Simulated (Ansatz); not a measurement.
Program: Ansatz. Geometries: PBE0-D4/def2-TZVP. ΔE: electronic, gas phase. CCSD(T)/CBS adds triple-zeta CCSD(T) − MP2 to the extrapolated MP2 energy (def2 sets, frozen cores). Functionals use def2-TZVPP. For Se outer-core shells are correlated without core-valence functions, which leaves a few kJ/mol of doubt a bond. Scalar relativity is left out up to krypton. Each species was taken in one conformer, which may not be the lowest.

Consider the substitution at a C–Si bond: `BO[SiH](F)C=C` + `CC[SeH]` → `C=C[Se]CC` + `BO[SiH2]F`.

`BO[SiH](F)C=C`:

Cartesian coordinates in Å:
```
B 1.592 -1.676 1.236
O 0.852 -1.313 0.168
Si -0.587 -0.532 0.010
F -1.610 -1.622 -0.539
C -0.419 0.851 -1.187
C -0.752 2.092 -0.839
H 2.620 -2.258 1.039
H 1.214 -1.410 2.347
H -1.074 -0.055 1.324
H -0.040 0.669 -2.191
H -1.134 2.323 0.152
H -0.661 2.932 -1.521
```

`CC[SeH]`:

Cartesian coordinates in Å:
```
C 0.117 -0.974 0.053
C 0.488 0.492 0.045
Se -0.806 1.635 -0.877
H 0.898 -1.563 0.545
H -0.011 -1.354 -0.962
H -0.818 -1.142 0.592
H 1.418 0.665 -0.500
H 0.622 0.886 1.052
H -1.910 1.356 0.052
```

`C=C[Se]CC`:

```xyz
13

C    -0.473    1.134   -1.557
C    -1.443    0.308   -1.186
Se   -1.349   -1.201   -0.060
C     0.523   -1.118    0.474
C     0.814   -0.069    1.526
H    -0.690    1.957   -2.228
H     0.553    1.034   -1.224
H    -2.457    0.454   -1.547
H     1.110   -0.973   -0.435
H     0.739   -2.123    0.839
H     0.260   -0.274    2.444
H     1.881   -0.057    1.767
H     0.533    0.929    1.186
```

`BO[SiH2]F`:

Cartesian coordinates in Å:
```
B -0.305 1.177 0.988
O -0.053 -0.124 0.720
Si 0.273 -0.923 -0.676
F -1.011 -1.777 -1.060
H -0.548 1.480 2.120
H -0.273 1.987 0.100
H 0.533 0.035 -1.772
H 1.385 -1.856 -0.419
```

Is it downhill or uphill in electronic energy at CCSD(T)/CBS, and by how much? (An estimate is asked.)

Ansatz gave: Uphill: ΔE = +40.2 kJ/mol.

What do these levels give: PBE-D4, r2SCAN-D4, HF/def2-TZVPP, CCSD(T)/def2-TZVPP, HF/def2-QZVPP, CCSD/CBS(def2)? (Estimate.)

Computed: PBE-D4 34.8, r2SCAN-D4 38.3, HF/def2-TZVPP 55.4, CCSD(T)/def2-TZVPP 39.0, HF/def2-QZVPP 55.4, CCSD/CBS(def2) 43.7 kJ/mol.

Largest T1 diagnostic among the species: 0.013.

From PBE to PBE0 (25 % exact exchange), in def2-TZVPP and without D4, ΔE moves by +4.8 kJ/mol. The D4 term adds −4.2 kJ/mol with B3LYP and −2.2 kJ/mol with PBE0; it sums over pairs of atoms, weighted by their polarisabilities, and B3LYP, whose exchange is more repulsive, gets the larger term.

B3LYP here is the variant with VWN-RPA as its local correlation; programs differ in this.
